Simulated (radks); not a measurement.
Species: Tl XXII. Configuration: [Kr] 4d10 4f13 5s1.

Method: scalar-relativistic Kohn-Sham, exchange-only LDA, spin-polarised, spherical densities, point nucleus; open shells are filled with parallel spins first (spin-orbit coupling, left out, can overturn this in heavy ions); computed with a radial shooting solver on a logarithmic mesh with Libxc functionals.

Energy parts (Ry):
part                   energy
total             -40106.9149
kinetic            45228.1585
electron-nucleus  -97734.2207
Hartree            13079.9196
exchange            -680.7722

Orbitals (lengths in bohr, moments of r in powers of bohr; <r^-3> diverges for s and p1/2):
orbital  occ.  eigenvalue (Ry)  <r^-3>       <r^4>
1s up       1        -6328.701       -   3.759e-07
1s down     1        -6328.676       -   3.759e-07
2s up       1        -1158.763       -  0.00005449
2s down     1        -1158.745       -  0.00005449
2p up       3        -1002.356   28140  0.00004487
2p down     3        -1002.339   28140  0.00004486
3s up       1        -305.4417       -    0.001956
3s down     1        -305.3577       -    0.001955
3p up       3        -260.4210    6510    0.002168
3p down     3        -260.3357    6512    0.002167
3d up       5        -213.8240   797.5    0.001660
3d down     5        -213.7544   797.9    0.001658
4s up       1        -96.72381       -     0.04160
4s down     1        -96.58460       -     0.04155
4p up       3        -81.80914    1631     0.05463
4p down     3        -81.66855    1631     0.05450
4d up       5        -64.37188   178.9     0.06981
4d down     5        -64.22498   179.0     0.06951
4f up       7        -45.03800   37.75     0.08916
4f down     6        -44.87604   37.84     0.08835
5s up       1        -42.73743       -      0.6189
5s down     0        -42.45076       -      0.6175

The highest occupied level is 5s up at -581.47 eV. Summed over all electrons, <r^2> = 7.859 bohr^2, which gives a Langevin (diamagnetic) susceptibility term of -6.22 x 10^-6 cm^3/mol. The density falls to 0.001 e/bohr^3 at r = 1.55 bohr.
